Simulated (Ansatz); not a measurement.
Geometry optimisation, RKS B3LYP/6-31G* in Ansatz.

Input file:

```yaml
crystal:
  periodic: [false, false, false]
  atoms:
    - { symbol: B, position_ang: [-0.2999, 0.7286, -0.0882] }
    - { symbol: H, position_ang: [1.1163, 1.2858, -0.1441] }
    - { symbol: O, position_ang: [-0.8165, 1.001, -1.3477] }
    - { symbol: O, position_ang: [-0.8209, 1.3341, 1.0571] }
    - { symbol: H, position_ang: [0.9767, 0.3158, -0.0892] }
    - { symbol: Si, position_ang: [0.3412, -1.4511, 0.0092] }
    - { symbol: H, position_ang: [-1.1829, 1.8799, -1.4308] }
    - { symbol: H, position_ang: [-0.7915, 0.8315, 1.8679] }
    - { symbol: H, position_ang: [1.0854, -1.8822, -1.1744] }
    - { symbol: H, position_ang: [-0.812, -2.333, 0.1638] }
    - { symbol: H, position_ang: [1.2041, -1.7104, 1.1764] }
basis:
  gaussian: { orbitals: "6-31G*" }
hamiltonian:
  xc: b3lyp
relax:
  f_tol: 0.15
  max_steps: 25
  restrain:
    - { distance: [0, 5], at: 3.25, k: 30.0 }
    - { distance: [4, 1], at: 1.92, k: 30.0 }
    - { distance: [0, 1], at: 1.15, k: 30.0 }
    - { distance: [4, 5], at: 1.42, k: 30.0 }
output:
  orbitals: {}
```

Run as:

```bash
$ ansatz run input.yaml --threads 2 --pin off --max-ram 3072MiB --backend cpu --events-out ev --progress --plain --runs-dir out
```

Problem. Where does it end, and by what steps?

Solution. It converged. The restraints hold the end off the free minimum. After 12 steps the energy has fallen by 2.706 eV (the restraints' own energy left out); H7 moved furthest, 0.82 Å. Parted: B1–H5, B1–Si6. Joined: B1–H2, H5–Si6.

| step | energy less start (eV) | largest force component (eV/Å) | accepted |
| --- | --- | --- | --- |
| 0 | 0.0000 | 1.984 | yes |
| 1 | 0.3127 | 3.437 | yes |
| 2 | -0.3529 | 3.209 | yes |
| 3 | -0.8088 | 1.326 | yes |
| 4 | -1.3952 | 2.326 | yes |
| 5 | -1.8828 | 1.531 | yes |
| 6 | -2.1483 | 1.438 | yes |
| 7 | -2.3171 | 1.258 | yes |
| 8 | -2.4437 | 2.087 | yes |
| 9 | -2.6105 | 1.178 | yes |
| 10 | -2.6829 | 1.082 | yes |
| 11 | -2.6945 | 1.072 | yes |
| 12 | -2.7062 | 0.994 | yes |

```xyz
11
Properties=species:S:1:pos:R:3
B -0.230 1.453 -0.069
H 0.919 1.595 0.086
O -0.704 1.375 -1.346
O -1.113 1.350 0.977
H 1.201 -0.318 0.024
Si 0.697 -1.672 -0.027
H -1.663 1.224 -1.344
H -0.676 1.439 1.835
H 1.189 -2.344 -1.259
H -0.788 -1.666 -0.038
H 1.167 -2.436 1.162
```

Whether the end is a true minimum wasn't checked by a vibrational analysis.

Time of the run: 21 s on 2 threads of Arm Neoverse V2, with other jobs on the host, peak memory 0.15 GiB.
